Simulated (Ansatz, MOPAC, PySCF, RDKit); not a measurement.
Pair of molecules: CH5N (SMILES CN) (first 7 atoms) with CH2F2 (SMILES FCF); geometry from B3LYP-D3(BJ)/def2-TZVP, rigid monomers moved along the line of their centres of mass till N2···H11 is 3.27 Å.
(charge 0, multiplicity 1):
```xyz
12

C     -0.2824    -0.6010    -0.1669
N      0.2592     0.6147     0.4471
H     -1.0306    -1.0330     0.4979
H      0.5184    -1.3339    -0.2768
H     -0.7424    -0.4519    -1.1518
H     -0.4697     1.3086     0.5660
H      0.9680     1.0322    -0.1441
F     -1.1503    -1.2901     4.1925
C     -0.0369    -0.5691     4.5359
F     -0.4313     0.4530     5.3529
H      0.3939    -0.1514     3.6250
H      0.6299    -1.2228     5.1010
```

| level | interaction energy (meV) | cost |
|---|---|---|
| MMFF94 | -73.1 | - |
| AM1 | -40.2 | - |
| PM7 | -90.1 | - |
| HF/3-21G (no counterpoise) | -116.5 | - |
| HF/6-31G* | -71.1 | - |
| HF/aug-cc-pVDZ | -70.3 | - |
| PBE-D3(BJ)/def2-TZVPPD | -90.1 | ×1 |
| PBE-D4/def2-TZVPPD | -89.3 | ×1 |
| r2SCAN-D3(BJ)/def2-TZVPPD | -79.3 | ×1 |
| r2SCAN-D4/def2-TZVPPD | -78.5 | ×1 |
| B3LYP/3-21G (no counterpoise) | -110.5 | - |
| B3LYP/6-31G* | -60.8 | - |
| SCS-MP2/aug-cc-pVDZ | -78.0 | - |
| CCSD(T)/aug-cc-pVDZ | -83.4 | ×20 |

The rows run from -116.5 (HF/3-21G (no counterpoise)) to -40.2 meV (AM1).

Counterpoise-corrected where a basis set is named; no monomer relaxation. Rows marked so take none.

Cores are frozen in the correlated methods. Rows in 3-21G, 6-31G* carry no dispersion term and start afresh at each structure (6-31G* with six Cartesian d functions). The state that AM1, PM7 reach isn't checked; PM7 holds dispersion and hydrogen-bond terms.

The values were computed with Ansatz (a quantum-chemistry and plane-wave program) with Gaussian orbitals; MOPAC for AM1, PM7 (differences of heats of formation); PySCF for 3-21G rows, 6-31G* rows, the dispersion terms; RDKit for the force fields. 

Costs are rough ratios of core time to PBE/def2-TZVPPD (about 9 s over the structures, on one shared machine); a dash marks a level with no comparable run of its own.
